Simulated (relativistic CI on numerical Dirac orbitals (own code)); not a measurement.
# What each ingredient does to the levels of Cl¹¹⁺

Base calculation: Dirac-Coulomb-Breit CI, separate exchange-only KLI orbitals for each configuration, QED by a radiative potential, unscaled Slater integrals.

CI space (outside the closed core 1s2): 2s2 2p2, 2s 2p3, 2p4, 2p3 3s, 2p3 3p, 2s2 2p 3s, 2p3 3d, 2s2 2p 3p, 2s2 2p 3d, 2s 2p2 3s, 2s 2p2 3p, 2s 2p2 3d, 2s2 2p 4s, 2s2 2p 4p, 2s2 2p 4d, 2s2 2p 4f. Levels of other configurations are missing.

The lowest level and the first level of each name with at least 55 % of one term (blank where a level has no safe partner in the second run):

| Level | Base (cm⁻¹) | Shift (cm⁻¹) |
| --- | --- | --- |
| 2s2 2p2 3P_0 | 0 | 0 |
| 2s2 2p2 3P_1 | 7177 | -23 |
| 2s2 2p2 3P_2 | 16566 | -46 |
| 2s2 2p2 1D_2 | 78366 | -43 |
| 2s2 2p2 1S_0 | 147592 | +1 |
| 2s 2p3 5S°_2 | 198175 | +692 |
| 2s 2p3 3D°_2 | 390668 | +701 |
| 2s 2p3 3D°_1 | 391093 | +700 |
| 2s 2p3 3D°_3 | 391277 | +694 |
| 2s 2p3 3P°_0 | 458812 | +695 |
| 2s 2p3 3P°_1 | 458961 | +692 |
| 2s 2p3 3P°_2 | 459666 | +687 |
| 2s 2p3 1D°_2 | 589039 | +703 |
| 2s 2p3 3S°_1 | 591969 | +717 |

At this charge energies of transitions that change n are usually good to better than 1 %, and those within a shell (Δn = 0) to a few per cent.

(1) One thing was changed in a second run, which moved the levels as shown. Which?
A. configuration mixing switched off
B. QED terms removed
C. one mean potential for all configurations
D. Breit term removed

Results:

(1) B. QED terms removed. QED shifts follow the density of s (and p1/2) electrons at the nucleus, so configurations move by their count of such electrons; where none moves, the smaller shifts of p3/2 electrons and of j = l + 1/2 against j = l − 1/2 set the pattern.

LS names give the leading component of a level, which can be under half, so a name can repeat, a term be missing and a line seem to break the LS rules.
